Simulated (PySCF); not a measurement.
A structure optimised at PBE-D3(BJ)/def2-SVP, used in a PySCF frequency run:

```xyz
7

O     -0.6435    -1.2345     0.0000
B     -0.0309    -0.0083     0.0000
O      1.3550     0.0337     0.0000
O     -0.8623     1.0903     0.0000
H      0.0236    -1.9421     0.0000
H      1.7308     0.9288     0.0000
H     -0.3929     1.9391     0.0000
```

Q: Write its SMILES, formula and point group.

A: OB(O)O, BH3O3, Cs

Q: What are its rotational constants (standard atomic weights)?

A: 9.9971, 9.6495, 4.9101 GHz
